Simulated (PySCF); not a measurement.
Breaking a bond: CH₃Li, SMILES [CH3][Li]. The C1–Li5 bond (C1 also carries H, H, H; Li5 carries nothing else) is pulled apart rigidly from the PBE0/def2-TZVP optimised geometry.

Computed with: CASSCF(2,2)/def2-TZVP (PySCF); RKS-B3LYP/3-21G = restricted B3LYP/3-21G run with PySCF; UKS-BHandHLYP = unrestricted BHandHLYP/def2-TZVP run with PySCF 2.14.0; UCCSD(T) = PySCF with CCSD(T) on UHF/def2-TZVP, 1 core orbital frozen.

Energies relative to the lowest point of each curve near equilibrium, in kJ/mol:

```
R / Å  CASSCF(2,2)  RKS-B3LYP/3-21G  UKS-BHandHLYP
-----  -----------  ---------------  -------------
1.47         196.2            200.5          169.6
1.66          63.0             60.0           47.7
1.90           5.1              2.7            1.3
1.96           1.1              0.1            0.0
2.00           0.0              0.0            0.6
2.06           0.2              2.0            3.3
2.42          28.1             42.5           46.1
2.67          57.2             80.6           86.1
2.98          91.1            126.9          135.5
3.52         131.5            195.2          187.8
4.27         153.7            261.6          214.7
4.83         158.8            294.3          221.4
```

Question: Predict the corresponding UCCSD(T) column.

Answer: 1.47: 177.8; 1.66: 52.2; 1.90: 2.1; 1.96: 0.0; 2.00: 0.1; 2.06: 2.1; 2.42: 40.5; 2.67: 79.8; 2.98: 126.6; 3.52: 190.2; 4.27: 225.7; 4.83: 231.0 (kJ/mol).

The restricted form behind RKS-B3LYP/3-21G keeps the bonding electrons paired and can't separate into open-shell fragments. The unrestricted determinant behind UKS-BHandHLYP is spin-contaminated at 2.98 to 6.82 Å (<S²> up to 1.0, against 0.00 for a pure singlet). The unrestricted determinant behind UCCSD(T) is spin-contaminated at 2.67 to 6.82 Å (<S²> up to 1.0, against 0.00 for a pure singlet).
